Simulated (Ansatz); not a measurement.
`N[SiH](N)O[SiH3]` + `N=CO` → `O/C=N/[SiH3]` + `N[SiH](N)O`  (ligand exchange at the Si–O bond)

Gas-phase electronic energies from Ansatz, PBE0-D4/def2-TZVP geometries. CCSD(T)/CBS adds triple-zeta CCSD(T) − MP2 to the extrapolated MP2 energy (def2 sets, frozen cores). This one scheme is used for every species. DFT in def2-TZVPP. B3LYP here is the variant with VWN-RPA as its local correlation; programs differ in this. One conformer a species, not always the lowest.

CCSD(T)/CBS gives +58.1 kJ/mol.

**Question.** Another level gave +58.3 kJ/mol. Which?
A. PBE0-D4/def2-TZVPP
B. HF/def2-TZVPP
C. PBE-D4/def2-TZVPP
D. B3LYP-D4/def2-TZVPP

**Answer.** D. B3LYP-D4 58.3, PBE-D4 48.1, PBE0-D4 52.4, HF/def2-TZVPP 66.5 kJ/mol.

Largest T1 diagnostic among the species: 0.014.

The D4 term adds +3.8 kJ/mol with B3LYP and +2.4 kJ/mol with PBE0; it sums over pairs of atoms, weighted by their polarisabilities, and B3LYP, whose exchange is more repulsive, gets the larger term. In def2-TZVPP, CCSD(T) changes the Hartree–Fock value by −8.5 kJ/mol (the triples alone add −2.1 kJ/mol) and MP2 by −11.5 kJ/mol.
